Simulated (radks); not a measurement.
P I, configuration [He] 2s2 2p5 3s2 3p3 4f1 (not the ground configuration).

All-electron calculation, Dirac Kohn-Sham, B86b exchange with PBE correlation, spin-unpolarised, spherical densities, finite nucleus; open shells are shared between the two j in proportion to 2j + 1; Fermi nuclear charge, rms radius 3.1889 fm. Program: a radial shooting solver on a logarithmic mesh with Libxc functionals.

Energy parts (eV):
total: -9168.074
kinetic: 9202.989
electron-nucleus: -21581.041
Hartree: 3809.007
exchange-correlation: -599.029

Orbitals (lengths in bohr, moments of r in powers of bohr; <r^-3> diverges for s and p1/2):
orbital	occ.	eigenvalue (eV)	<r^4>	<1/r>	<r^-3>
1s1/2	2	-2126.821	0.0005378	14.66	-
2s1/2	2	-203.3060	0.1685	2.897	-
2p1/2	1.66667	-155.9460	0.1558	2.806	-
2p3/2	3.33333	-154.9590	0.1582	2.790	67.31
3s1/2	2	-24.7784	17.95	0.8128	-
3p1/2	1	-14.9704	33.64	0.7019	-
3p3/2	2	-14.8863	34.06	0.6991	5.780
3d3/2	0	-2.7199	504.9	0.4023	0.1964
3d5/2	0	-2.7174	506.3	0.4020	0.1957
4s1/2	0	-3.5395	1458	0.2614	-
4f5/2	0.428571	-0.4411	142100	0.06297	0.0003541
4f7/2	0.571429	-0.4411	142100	0.06297	0.0003541

The highest occupied level is 4f7/2 at -0.441 eV. The configuration is held as typed, so some empty levels lie below it. The electron density at the nucleus is 2404 e/bohr^3. The density falls to 0.001 e/bohr^3 at r = 3.76 bohr. Summed over all electrons, <r^2> = 348.1 bohr^2, which gives a Langevin (diamagnetic) susceptibility term of -276 x 10^-6 cm^3/mol.
